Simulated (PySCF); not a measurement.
Compound: pyridine-N-oxide, C₅H₅NO.
SMILES with atom numbers: `[O-:1][n+:2]1[cH:3][cH:4][cH:5][cH:6][cH:7]1` (hydrogens: H8 on C3; H9 on C4; H10 on C5; H11 on C6; H12 on C7)

Computed, not measured: core-valence-separated Tamm–Dancoff BHandHLYP/aug-pcX-1 (pcseg-1 on H) in PySCF, non-relativistic, gas phase, PBE0-D3(BJ)/def2-SVP geometry.

Computed nitrogen K-edge spectrum, Gaussian lines of 0.3 eV full width, highest printed point 100; it ends one width below the last computed root. The energies are unshifted.

photon energy (eV), absorption and a bar:
```
    399.6          9 ###
    399.8        100 ##############################
    400.0         98 #############################
    400.2          8 ##
    400.4          0 
    400.6          0 
    400.8          0 
    401.0          0 
    401.2          0 
    401.4          0 
    401.6          0 
    401.8          0 
    402.0          0 
    402.2          0 
    402.4          0 
    402.6          0 
    402.8          0 
    403.0          0 
    403.2          0 
    403.4          0 
    403.6          0 
    403.8          0 
    404.0          0 
    404.2          0 
    404.4          0 
    404.6          0 
    404.8          0 
    405.0          0 
    405.2          0 
    405.4          0 
    405.6          1 
    405.8          4 #
    406.0         23 #######
    406.2         15 #####
    406.4          2 #
    406.6          1
```

Task: Assign the maxima to core holes.

Result: 2 maxima:
- 399.9 eV: N2 (N-oxide nitrogen), 399.90 eV, f = 0.064, 1s→π*, 100 % of the height at the exact maximum
- 406.1 eV: N2 (N-oxide nitrogen), 406.06 eV, f = 0.012, 97 % of the height at the exact maximum

Roots within 0.03 eV on the same or equivalent atoms count as one line; shares under 12 % aren't listed.

Vibrational structure and lifetime widths aren't in the curve. The ionisation threshold wasn't computed; near and above it a finite basis only mimics Rydberg series and continuum.

Time: 29 s of wall time. Hardware: an Arm Neoverse V1 with one thread, no GPU, shared host.
